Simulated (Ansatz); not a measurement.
Species: sum formula BN$_{3}$H$_{6}$, net charge 0, singlet state. 
Structure (B3LYP-D3(BJ)/def2-TZVP (Ansatz, a quantum-chemistry and plane-wave program) minimum search):
```
B
N 1 1.4287
H 2 1.0032 1 123.25
H 2 1.0032 3 113.49 1 180.00
N 1 1.4289 2 120.03 3 6.06
H 5 1.0032 1 123.22 2 3.36
H 5 1.0032 6 113.47 1 175.69
N 1 1.4289 2 120.03 3 -173.94
H 8 1.0032 1 123.22 2 3.36
H 8 1.0032 9 113.47 1 175.69
```

Total electronic energies in hartree. Cores are frozen in the correlated levels unless marked. No spin-orbit coupling. No relativistic terms. CBS(X,Y): correlation extrapolated as X^-3; Hartree-Fock from the larger set. [CCSD(T)-MP2]/basis is that difference in the basis named.

| level | program | energy (Eh) |
|---|---|---|
| RI-HF/aug-cc-pVQZ | Ansatz | -191.74908 |
| PBE-D3(BJ)/def2-TZVPD | Ansatz + dftd3 | -192.68442 |
| BLYP/def2-TZVPD | Ansatz | -192.85378 |
| B3LYP/def2-TZVPD | Ansatz | -192.93712 |
| r2SCANh/def2-TZVPD | Ansatz | -192.80496 |
| r2SCAN0-D4/def2-TZVPD | Ansatz + dftd4 | -192.79414 |
| wB97X-V/def2-TZVPD | Ansatz | -192.86470 |
| CCSD(T) with core electrons/cc-pwCVTZ | Ansatz | -192.74239 |
| RI-MP2/CBS(aug-cc-pVTZ,aug-cc-pVQZ)+[CCSD(T)-MP2]/aug-cc-pVTZ | Ansatz | -192.6406 |

Totals of different functionals don't rank their quality; only differences between species are comparable.
